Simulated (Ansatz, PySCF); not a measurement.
Gas-phase reaction (SMILES): C/C=C/[SiH2]C + 2 C (CH4) + [SiH4] (SiH4) -> C=C (C2H4) + CC (C2H6) + 2 C[SiH3]; bond separation energy.

Each molecule is optimised on its own at B3LYP-D3(BJ)/def2-TZVP (Ansatz, a program for electronic structure), one conformer each, not searched for the lowest. Cores are frozen in the correlated levels unless marked. Spin-orbit coupling is left out. Non-relativistic. Basis-set limits of correlation are two-point, X^-3; Hartree-Fock from the larger set. The bracket is a focal-point correction in the basis named. Thermal terms are rigid-rotor harmonic-oscillator values from B3LYP-D3(BJ) frequencies (Ansatz or PySCF) at 298.15 K and 1 atm. 1 Eh = 627.5095 kcal/mol.

```csv
species,"E, RI-MP2/CBS(cc-pV(T+d)Z,cc-pV(Q+d)Z)+[CCSD(T)-MP2]/cc-pV(T+d)Z (Ansatz) (Eh)","E, wB97X-V/def2-TZVPD (Ansatz) (Eh)",H - E (Eh)
C/C=C/[SiH2]C,-447.29945,-447.90283,0.13274
C (CH4),-40.46125,-40.51531,0.04840
C=C (C2H4),-78.47961,-78.58890,0.05494
CC (C2H6),-79.71807,-79.82947,0.07887
C[SiH3],-330.73641,-331.17157,0.06602
[SiH4] (SiH4),-291.46100,-291.83995,0.03520
```

Problem. Work out ΔE and ΔH at 298.15 K at the first level, then ΔH at the second.

Solution. 
1. ΔE = [(-78.47961) + (-79.71807) + 2×(-330.73641)] - [(-447.29945) + 2×(-40.46125) + (-291.46100)] = 0.01245 Eh = 7.8 kcal/mol at RI-MP2/CBS(cc-pV(T+d)Z,cc-pV(Q+d)Z)+[CCSD(T)-MP2]/cc-pV(T+d)Z.
2. The terms H - E add up to 0.00111 Eh, so ΔH = (0.01245 + (0.00111))×627.5095 = 8.5 kcal/mol.
3. At wB97X-V/def2-TZVPD the same steps give ΔE = 7.5 and ΔH = 8.2 kcal/mol, a shift of -0.3 from the first level.
4. These values are not checked against measurement here, since the tables used lack a sound gas-phase enthalpy of formation for at least one species.
